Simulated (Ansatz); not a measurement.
Gas-phase electronic energies from Ansatz, PBE0-D4/def2-TZVP geometries. CCSD(T)/CBS adds triple-zeta CCSD(T) − MP2 to the extrapolated MP2 energy (def2 sets, frozen cores). DFT in def2-TZVPP. B3LYP here is the variant with VWN-RPA as its local correlation; programs differ in this. For Br, Ti outer-core shells are correlated without core-valence functions, which leaves a few kJ/mol of doubt a bond. Scalar relativity is left out up to krypton. One conformer a species, not always the lowest.

`[OH][Ti]([OH])([Br])[Br]` + `OC(F)CF` → `[OH][Ti]([OH])([OH])[Br]` + `FCC(F)Br`  (formal exchange of groups at a Ti–Br bond)

```csv
level,ΔE (eV)
B3LYP-D4,0.51
HF/def2-TZVPP,0.60
```

(1) What does CCSD(T)/CBS give? (Best estimate.)

Largest T1 diagnostic among the species: 0.022, so the coupled-cluster value is less sure than usual.

Answers

(1) Ansatz gave: +0.53 eV. The listed levels differ from it by -0.02, 0.07 eV.

From PBE to PBE0 (25 % exact exchange), in def2-TZVPP and without D4, ΔE moves by +0.06 eV.
